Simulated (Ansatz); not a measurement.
System: PO, charge 0, multiplicity 2. SMILES: O=[P]
Coordinates optimised at B3LYP-D3(BJ)/def2-TZVP (Ansatz, a first-principles code):
```
P
O 1 1.4798
```
Charge 0, spin multiplicity 2.

Property: atomisation energy (electronic, to ground-state atoms), in kcal/mol. Valence correlation only, unless marked. Open shells are spin-unrestricted. Spin-orbit coupling is left out. Non-relativistic. The coupled-cluster limit lacks core correlation, which all-electron functionals hold. Basis-set limits of correlation are two-point, X^-3; Hartree-Fock from the larger set (for Q and 5 zeta extrapolated as (X+1)exp(-9√X)).

```
level         program  atomisation energy (kcal/mol)
------------  -------  -----------------------------
HF/cc-pwCVTZ   Ansatz                           60.9
```

Q: Estimate the value at CCSD(T)/CBS(cc-pV(Q+d)Z,cc-pV(5+d)Z) as computed with Ansatz.

A: 142.6 kcal/mol, so HF/cc-pwCVTZ differs from it by -81.7 kcal/mol.
